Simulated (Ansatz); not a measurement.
ReS2, relaxed as a doublet with UKS PBE0-D4/def2-TZVP in Ansatz, starting from the GFN2-xTB geometry. Force threshold 0.02 eV/Å.

In the def2 sets Re takes a core potential; there is no spin–orbit coupling. The charge 0 doublet is spin-contaminated (final ⟨S²⟩ up to 1.38, 0.75 for a pure state). At PBE0-D4/def2-TZVP a quartet of charge 0 lies 0.49 eV below the doublet, each at its own geometry. The structure comes from a short search, and lower isomers may exist.

Start:

Cartesian coordinates in Å:
```
Re 0.414 -0.559 -0.426
S 0.198 -0.549 1.695
S -0.613 1.109 -1.269
```

Problem. Estimate the energy that the relaxation releases and the steps that it takes.

Solution. 3.9 kcal/mol, in 4 steps; 9 s on 2 threads of AMD EPYC 9R14 on a shared host. No frequencies were taken in this run, so the end may be a saddle point.

Problem. Does the start keep its bonding and symmetry?

Solution. By distances, no bond broke or formed. The bond that changes most is Re1–S3, from 2.13 to 2.07 Å (atoms count from 1). Point group C2v at the start, C2v at the end, both within 0.05 Å.

Problem. Predict the relaxed structure.

Solution. 
Cartesian coordinates in Å:
```
Re 0.366 -0.494 -0.377
S 0.228 -0.592 1.689
S -0.594 1.087 -1.312
```
Bond lengths: 2 × Re–S 2.07 Å.
